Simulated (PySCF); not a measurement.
Species: C₆H₉Si₂ (doublet state).
Atom-mapped SMILES: `[CH3:1][C@@H:2]([SiH2:3])[C:4]#[C:5][C:6]#[C:7][SiH3:8]` (hydrogens: H9, H10, H11 on C1; H12 on C2; H13, H14 on Si3; H15, H16, H17 on Si8)

Cartesian coordinates in Å at the GFN2-xTB level; atoms count from 1:
```
atom  x, y, z in Å
C1    -2.803    1.224   -0.604
C2    -2.249    0.461    0.601
Si3   -2.932   -1.334    0.717
C4    -0.823    0.319    0.516
C5     0.368    0.121    0.417
C6     1.707   -0.045    0.309
C7     2.910   -0.188    0.208
Si8    4.726   -0.389    0.021
H9    -3.883    1.329   -0.522
H10   -2.361    2.218   -0.666
H11   -2.575    0.695   -1.528
H12   -2.491    1.013    1.517
H13   -2.727   -2.072   -0.523
H14   -2.437   -2.021    1.903
H15    5.018   -1.807   -0.210
H16    5.383    0.073    1.247
H17    5.160    0.414   -1.127
```

The hyperfine couplings belong to this conformer and change with its torsions.

Method: UKS B3LYP, pcH-1 on C H Si, non-relativistic, mean-field spin-orbit, GIAO in PySCF. The structure is a single GFN2-xTB conformer in the gas phase; no vibrational or solvent corrections. GFN2-xTB frequencies show an imaginary mode (31i cm⁻¹), so this geometry is no minimum at that level. The geometry wasn't refined by DFT: couplings that depend on bond lengths, twists or pyramidal angles can differ widely from those at the functional's own minimum, by a factor of two or more for some ions and for spin on atoms past the first row. No stability test was run, so a lower SCF solution isn't excluded.

**Question.** What is the g tensor, term by term?

**Answer.** 
| Δg (ppm) | 1 | 2 | 3 |
| --- | --- | --- | --- |
| relativistic mass correction | -131 | -131 | -131 |
| gauge correction | 15 | 120 | 83 |
| orbital Zeeman/spin–orbit | -92 | 456 | 1926 |
| total | -208 | 446 | 1879 |

So g = 2.00211, 2.00277, 2.00420 and g_iso = 2.00302; the tensor is rhombic: the two nearest values differ by 31 % of g3 − g1. Axes: g3 points within 13° of the C2–Si3 bond.

**Question.** What are the electron Larmor frequencies g μB B/h along the three axes at 350 mT?

**Answer.** 9.8077, 9.8109, 9.8179 GHz for g1, g2 and g3, a range of 10.2 MHz.

**Question.** How much does each term add to the isotropic shift?

**Answer.** The orbital-Zeeman/spin–orbit term 763, the mass correction -131 and the gauge correction 73 ppm, for a total of 706 ppm. The orbital-Zeeman/spin–orbit term is the largest in size. The mass correction is the same along every axis, so the anisotropy comes from the other two: their spans along these axes are 105 (gauge) and 2018 ppm (orbital Zeeman/spin–orbit).

**Question.** In a frozen sample, at which fields do the three g values resonate at 9.5, 34, 94 and 263 GHz (hyperfine left aside), and which band first spreads them over more than twice a line width of 0.3 mT?

**Answer.** 
```csv
band,GHz,B(g3) mT,B(g2) mT,B(g1) mT,spread mT
X,9.5,338.67,338.91,339.02,0.35
Q,34.0,1212.07,1212.93,1213.33,1.26
W,94.0,3351.01,3353.41,3354.50,3.49
J,263.0,9375.70,9382.40,9385.47,9.77
```

The spread grows in proportion to the frequency. Q band is the first where it exceeds 0.6 mT.

The largest Mulliken spin populations are on Si3 (+0.94) and C5 (+0.08). Si3 is the only atom above +0.15. The angles at Si3 add up to 337.4°, so it is pyramidal.

The HOMO–LUMO gaps are 4.52 eV among the α and 3.95 eV among the β orbitals.
